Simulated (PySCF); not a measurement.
Spectrum to structure. The calculation used PySCF 2.14.0, density-fitted response routines, TDDFT CAM-B3LYP/def2-SVPD, vertical, gas phase, core orbitals frozen in the response. Geometries: PBE0-D3(BJ)/def2-SVP, one conformer each. Relativistic effects are left out although some hold elements past zinc.

```tsv
state	E (eV)	λ (nm)	f
S1	4.55	272.2	0.0000
S2	5.01	247.5	0.167
S3	5.91	209.6	0.0051
S4	6.04	205.3	0.0000
S5	6.10	203.2	0.0001
S6	6.13	202.1	0.021
S7	6.43	193.0	0.033
S8	6.80	182.3	0.060
S9	7.02	176.6	0.0025
S10	7.17	173.0	0.0060
```

Orbital energies (eV): HOMO-3 -10.97, HOMO-2 -10.09, HOMO-1 -9.21, HOMO -7.94, LUMO 0.01, LUMO+1 0.26, LUMO+2 0.95.

Task: Which structure fits?
A. `CC(=O)c1cccnc1`
B. `COC1=N[Se]C=C1F`
C. `Nc1ccc(C=O)cc1`

Result: B. Its S1, at 4.55 eV, is the highest among the candidates; the nearest of the others has S1 at 4.04 eV. S1 is HOMO→LUMO+1 (90%). Löwdin shares by element: HOMO selenium 47%, carbon 20% or more, oxygen 12% (atoms not listed hold the other 21%); LUMO carbon 41% or more, nitrogen 18%, selenium 17% (atoms not listed hold the other 24%). At the same level the other candidates give, for their lowest levels:
- `Nc1ccc(C=O)cc1`: 4.04 eV (f 0.000); 4.71 eV (f 0.313); 4.85 eV (f 0.154); 5.77 eV (f 0.002); 5.94 eV (f 0.182); HOMO -7.54, LUMO -0.35 eV
- `CC(=O)c1cccnc1`: 3.97 eV (f 0.000); 4.76 eV (f 0.001); 5.13 eV (f 0.003); 5.31 eV (f 0.094); 5.69 eV (f 0.167); T1 3.49 eV; HOMO -9.00, LUMO -0.94 eV

Conformer computed: `[CH3:1][O:2][c:3]1[n:4][se:5][cH:6][c:7]1[F:8]`: C1–O2–C3–N4 0°.
Triplets come from the Tamm–Dancoff approximation.
